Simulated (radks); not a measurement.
The numbers below are computed, except where a source is named.
All-electron atom: In XLVIII in [He]. Code: a radial shooting solver on a logarithmic mesh with Libxc functionals. Model: scalar-relativistic Kohn-Sham, exchange-only LDA, spin-polarised, spherical densities, point nucleus.

Unscreened Slater integrals over Kohn-Sham orbitals (hartree). They are taken over the spin-up orbitals. Empty in this configuration: 2s.

integral    value
F0(1s,1s)  31.903
F0(1s,2s)  10.594
G0(1s,2s)  1.1055
F0(2s,2s)  7.5443
